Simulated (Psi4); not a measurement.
disiloxane (H₆OSi₂), singlet, geometry from GFN2-xTB. Base run: Psi4 1.11 with CCSD/6-31G.

Psi4 was given this input:
```
memory 2 GB

molecule {
0 1
  Si    1.58554558   -0.29465325    0.09305373
  O    -0.00374610   -0.02898376   -0.03187953
  Si   -1.58414102    0.30551525   -0.08108531
  H     1.99636140   -0.92391127   -1.16028168
  H     2.22242187    1.00620543    0.29041493
  H     1.77723671   -1.17669751    1.24269936
  H    -2.21375802   -0.47470673    0.98249776
  H    -2.04757203   -0.09473461   -1.40797725
  H    -1.72438507    1.74364671    0.14012516
}

set basis 6-31g

energy('ccsd')
print_variables()
```

Variants of this job, named by their change:

```
change                          ΔE vs base (mEh)  MP2 correlation (Eh)  basis functions
------------------------------  ----------------  --------------------  ---------------
base                                       0.000              -0.23321               47
method = scs-mp2                          25.104              -0.23321               47
method = fno-ccsd(t)                      -3.935              -0.23321               47
scf_type = pk; mp2_type = conv             0.000              -0.23321               47
method = qcisd(t)                         -4.170              -0.23321               47
method = cepa(1)                           0.131              -0.23321               47
method = ccsd(t)                          -3.935              -0.23321               47
method = mp4                          (withheld)              -0.23321               47
method = lccd                              0.320              -0.23321               47
method = cisd                             24.801              -0.23321               47
```

Q: Fill in the missing entries.

A: 
- method = mp4, ΔE vs base (mEh): -1.520
